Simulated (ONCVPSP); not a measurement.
## As (Z = 33), ONCV: configuration errors across variants

arsenic (As), optimised norm-conserving Vanderbilt (ONCV), made with ONCVPSP 4.0.1 (PBE, scalar-relativistic). Core [Ne], reference 3s2 3p6 3d10 4s2 4p3. Waves: 3s+4s: rc 0.85 bohr, ncon 3, nbas 7, qcut 13.9 1/bohr, 2 projectors; 3p+4p: rc 1.15 bohr, ncon 4, nbas 7, qcut 13.4 1/bohr, 2 projectors; 3d: rc 1.15 bohr, ncon 4, nbas 9, qcut 13.6 1/bohr, 2 projectors, debl 3.3 Ha; f scattering state at 0.27 Ha: rc 1.05 bohr, ncon 4, nbas 7, qcut 10.3 1/bohr, 1 projector. Local part: polynomial inside 0.65 bohr (lpopt 5, dvloc0 4 Ha). Core correction: Teter function, fcfact 5.25, rcfact 1.55.

All-electron excitation energies from the reference (eV): (1) 3s2 3p6 3d10 4s2 4p2 9.149; (2) 3s2 3p6 3d10 4s2 4p1 27.068; (3) 3s2 3p6 3d10 4s2 4p0 54.771; (4) 3s2 3p6 3d10 4s1 4p4 9.417.

Errors AE − PS in meV (a dash: test not solved or not reliable):

| change | (1) | (2) | (3) | (4) | bound ghosts | GHOST(+) flags above zero |
| --- | --- | --- | --- | --- | --- | --- |
| base | -5.3 | -14 | -26 | +3.3 | none | none |
| p: qcut 9.8 | -0.8 | -2.8 | -6.3 | -0.3 | none | none |
| p: qcut 11.1 | -0.9 | -3.0 | -6.8 | -0.2 | none | none |
| p: qcut 12.3 | -1.0 | -3.3 | -7.5 | 0.0 | none | none |
| p: qcut 13.3 | -2.2 | -6.3 | -13 | +0.9 | none | none |
| p: qcut 14.6 | -0.6 | -2.3 | -5.9 | -0.3 | none | none |
| p: qcut 15.8 | -0.5 | -2.1 | -5.5 | -0.4 | none | none |
| p: qcut 17.4 | -0.7 | -2.6 | -6.3 | -0.3 | none | none |
| p: qcut 18.9 | -0.7 | -2.8 | -6.7 | -0.2 | none | none |
| p: qcut 20.1 | -0.6 | -2.5 | -6.2 | -0.3 | none | none |

Problem. Give the same row for: p: qcut 8.4.

Solution. -0.8, -2.8, -5.9, -0.4; bound ghosts: none; GHOST(+) flags above zero: p.
